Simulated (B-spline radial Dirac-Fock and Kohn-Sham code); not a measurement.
**La: photoemission with 5990 eV photons**

System: neutral lanthanum in the configuration [Xe] 5d1 6s2.

Model: Dirac-Hartree-Slater photoionisation with all multipoles and Dirac-Fock thresholds. Program: a B-spline atomic structure program. The asymmetry parameter β is from the dipole term alone. Kinetic energies are from the vacuum level. Open shells are spread statistically over j, without multiplet splitting.

```csv
subshell,electrons,binding (eV),kinetic (eV),σ (kb),β
L2 (2p1/2),2,5904.8,85.20,39.2,0.89
L3 (2p3/2),4,5496.8,493.2,70.6,1.27
M1 (3s),2,1381.7,4608.3,5.38,1.99
M2 (3p1/2),2,1221.6,4768.4,5.67,1.53
M3 (3p3/2),4,1140.5,4849.5,10.1,1.60
M4 (3d3/2),4,863.1,5126.9,3.63,1.08
M5 (3d5/2),6,846.3,5143.7,5.02,1.02
N1 (4s),2,295.2,5694.8,1.28,1.99
N2 (4p1/2),2,234.2,5755.8,1.18,1.53
N3 (4p3/2),4,217.0,5773.0,2.10,1.60
N4 (4d3/2),4,115.2,5874.8,0.658,1.05
N5 (4d5/2),6,112.2,5877.8,0.906,0.98
O1 (5s),2,47.29,5942.7,0.237,1.99
O2 (5p1/2),2,28.47,5961.5,0.184,1.53
O3 (5p3/2),4,25.90,5964.1,0.320,1.60
O4 (5d3/2),0.4,5.69,5984.3,0.00502,1.05
O5 (5d5/2),0.6,5.56,5984.4,0.00677,0.98
P1 (6s),2,4.69,5985.3,0.0233,1.99
```

Branching ratios of the spin-orbit partners (statistical value in brackets): 2p 1.80 (2.00), 3p 1.79 (2.00), 3d 1.38 (1.50), 4p 1.77 (2.00), 4d 1.38 (1.50), 5p 1.74 (2.00), 5d 1.35 (1.50).

Run: 5.8 s of CPU time on 1 thread of Neoverse-V2 (shared host), peak memory 0.42 GiB.

Values without a named source are computed, but for edge energies of neutral atoms, which are taken from tables.
